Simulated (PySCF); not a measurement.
C₃H₅O, SMILES [CH2]C(=O)C, multiplicity 2.

The structure is a stationary point at PBE0-D3(BJ)/def2-SVP. The isomer is the one that the SMILES or the coordinates give; other isomers of the formula were not compared.

Computed with B3LYP/def2-TZVPD (PySCF).

The molecule is in vacuum.

```yaml
total_energy: -192.57773 hartree
point_group: Cs
"α spin, highest occupied and lowest empty level": -7.32 and -0.16 eV
"β spin, highest occupied and lowest empty level": -7.13 and -3.69 eV
dipole_moment: 3.12 D
quadrupole, principal values (traceless, Buckingham form, about the centre of nuclear charge): -4.36, 0.28, 4.08 D·Å
mean_static_polarisability: 42.8 bohr³ (6.34 Å³)
polarisability_principal_values: 32.0, 46.6, 49.8 bohr³
"⟨S²⟩": 0.764 (pure state 0.75)
```
